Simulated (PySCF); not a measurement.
C₂H₆ClGe, SMILES [CH3][Ge]([CH3])[Cl], multiplicity 2. The structure is a stationary point at B3LYP-D3(BJ)/def2-SVP. The isomer is the one that the SMILES or the coordinates give; other isomers of the formula were not compared.

Computed equilibrium geometry at B3LYP-D3(BJ)/def2-SVP (PySCF confirms it by a frequency run) as a Z-matrix, and its point group:
point group Cs.
```
Ge
C 1 1.9811
H 2 1.0986 1 110.54
H 2 1.1005 3 109.52 1 121.21
H 2 1.1020 3 109.18 4 119.90
C 1 1.9811 2 110.82 3 -174.54
H 6 1.0986 1 110.54 2 174.54
H 6 1.1005 7 109.52 1 -121.21
H 6 1.1020 7 109.18 8 -119.90
Cl 1 2.2101 2 105.69 3 -60.50
```
Charge 0, spin multiplicity 2.
